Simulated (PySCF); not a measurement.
Work out the structure from these simulated measurements.

Formula: C5H11NO2.

- UV, strongest line: among the 6 lowest singlet transitions: S5 at 7.20 eV (172 nm, f = 0.083) [TDDFT PBE0/def2-SVPD]
- Rotational structure: rotational constants A, B, C: 3.281, 1.252, 0.966 GHz [GFN2-xTB]
- Polarisability: 78.5 au [PBE0/def2-SVPD]
- UV, first state: lowest singlet excitation: 5.79 eV (214 nm, f = 0.002) [TDDFT PBE0/def2-SVPD]
- NMR, other nuclei: isotropic shieldings of nuclei other than C and H, by class: 147 (1 N), -71 (1 O), 309 (1 O) ppm [GIAO PBE0/pcSseg-1]
- 1H NMR: chemical shifts (computed TMS as zero) by class: 5.90 (1 H), 3.57 (3 H), 3.52 (2 H), 3.01 (3 H), 2.28 (2 H) ppm [GIAO PBE0/pcSseg-1]
- Dipole: 4.39 D [PBE0/def2-SVPD]
- Triplet: lowest triplet excitation (Tamm–Dancoff): 5.29 eV [TDA PBE0/def2-SVPD]
- 13C NMR: chemical shifts (computed TMS as zero) by class: 171.5 (1 C), 74.6 (1 C), 61.2 (1 C), 41.1 (1 C), 25.6 (1 C) ppm [GIAO PBE0/pcSseg-1]

The electronic properties come from PySCF, for the isolated species, density fitting. Levels stand in brackets. One conformer (not necessarily the lowest) at the GFN2-xTB geometry, without solvent, vibrations or thermal averaging. Each NMR value is the plain mean over a class of atoms that symmetry, rotation or inversion makes alike.

Task: Propose a structure and show how it fits.

Result: Numbering: `[CH3:1][NH:2][C:3](=[O:4])[CH2:5][CH2:6][O:7][CH3:8]`. Its formula, C5H11NO2, gives 1 degree of unsaturation: 0 rings and 1 π bond in the structure found. 5 carbons fall into 5 classes; from least to most shielded: amide carbonyl carbon [C3] (171.5 ppm), sp3 carbon bound to oxygen [C6] (74.6 ppm), methoxy carbon [C8] (61.2 ppm), sp3 carbon next to a carbonyl [C5] (41.1 ppm), N-methyl carbon [C1] (25.6 ppm). Hydrogen classes from least to most shielded: 1 H on an amide nitrogen, N2 (5.90 ppm), 3 H on a methoxy carbon, C8 (3.57 ppm, a mean of values up to 0.6 ppm apart in this geometry), 2 H on an sp3 carbon bound to oxygen, C6 (3.52 ppm), 3 H on an N-methyl carbon, C1 (3.01 ppm, a mean of values up to 1.9 ppm apart in this geometry), 2 H on an sp3 carbon next to a carbonyl, C5 (2.28 ppm). The other shieldings belong to: 147 ppm, amide nitrogen [N2]; -71 ppm, amide oxygen [O4]; 309 ppm, ether oxygen [O7]. The optimised geometry has point group C1 and is an asymmetric top. Structure: `CNC(=O)CCOC`. Computed isomers that give other values at the same levels: `CCNC(=O)COC` (13C chemical shifts (computed TMS as zero) by class: 167.3 (1 C), 76.7 (1 C), 60.9 (1 C), 34.7 (1 C), 18.8 (1 C) ppm); `COCC(=O)N(C)C` (13C chemical shifts (computed TMS as zero) by class: 170.4 (1 C), 78.4 (1 C), 59.9 (1 C), 36.3 (1 C), 35.2 (1 C) ppm). The assignments are read from this structure; whether some other isomer fits the data as well wasn't checked.

Conformer computed: `[CH3:1][NH:2][C:3](=[O:4])[CH2:5][CH2:6][O:7][CH3:8]`: C1–N2–C3–O4 -3°, N2–C3–C5–C6 -56°, C3–C5–C6–O7 74°, C5–C6–O7–C8 -179°.
